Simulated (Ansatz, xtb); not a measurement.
**C7H7NO: 4 structures ranked**

4 gas-phase structures of C7H7NO, from a drawn sample of its isomers (lower ones may exist). Each was relaxed with GFN2-xTB; where two conformers were screened, the lower at r2SCAN-D4/def2-SVP is listed:

A. `N#CC[C@@H]1CC=CC1=O`, a singlet
B. `N#C[C@@H]1CC=CC(=O)C1`, a singlet
C. `[H]/N=C/C=C\c1ccco1`, a singlet
D. `Cc1ccc(C=O)cn1`, a singlet

Problem. Estimate their order in r2SCAN-D4/def2-SVP energy at these geometries, lowest first.

Solution. Calculated order at r2SCAN-D4/def2-SVP: D (0.0), A (81.4), B (81.5), C (139.0) kJ/mol. Less than 1 kcal/mol parts A and B, so the order within that pair means little.

Energies above the lowest of each column, in kJ/mol; the last columns are at B3LYP-D3(BJ)/def2-SVP geometries and were run for some of them only (a dash: not run or not comparable):

```json
{"structure": "D", "GFN2-xTB": "0.0", "HF/STO-3G": "10.2", "r2SCAN-D4/def2-SVP": "0.0", "B3LYP-D3(BJ)/def2-SVP": "0.0", "CCSD(T)/def2-SVP + ΔMP2/def2-TZVPP": "0.0"}
{"structure": "A", "GFN2-xTB": "85.3", "HF/STO-3G": "5.2", "r2SCAN-D4/def2-SVP": "81.4", "B3LYP-D3(BJ)/def2-SVP": "78.0", "CCSD(T)/def2-SVP + ΔMP2/def2-TZVPP": "38.6"}
{"structure": "B", "GFN2-xTB": "88.0", "HF/STO-3G": "0.0", "r2SCAN-D4/def2-SVP": "81.5", "B3LYP-D3(BJ)/def2-SVP": "75.0", "CCSD(T)/def2-SVP + ΔMP2/def2-TZVPP": "37.7"}
{"structure": "C", "GFN2-xTB": "104.1", "HF/STO-3G": "173.3", "r2SCAN-D4/def2-SVP": "139.0", "B3LYP-D3(BJ)/def2-SVP": "–", "CCSD(T)/def2-SVP + ΔMP2/def2-TZVPP": "–"}
```

CCSD(T)/def2-SVP + ΔMP2/def2-TZVPP puts D lowest of those it was run on; HF/STO-3G picks B. CCSD(T)/def2-SVP + ΔMP2/def2-TZVPP orders those it was run on as D (0.0), B (37.7), A (38.6) kJ/mol. Less than 1 kcal/mol parts B and A, so the order within that pair means little. Flexible structures stand in one conformer each, not always the lowest. Frequencies (GFN2-xTB) were run for A, B, D alone. ΔMP2 is the change of the MP2 energy from the smaller to the larger basis.

Over these structures GFN2-xTB departs from r2SCAN-D4/def2-SVP by 14.4 kJ/mol on average once a common shift is removed. A GFN2-xTB relaxation took about 0.071 s and the r2SCAN-D4/def2-SVP energy about 2.4 s on a shared host (Ansatz 0.2.0, xtb 6.7.1).
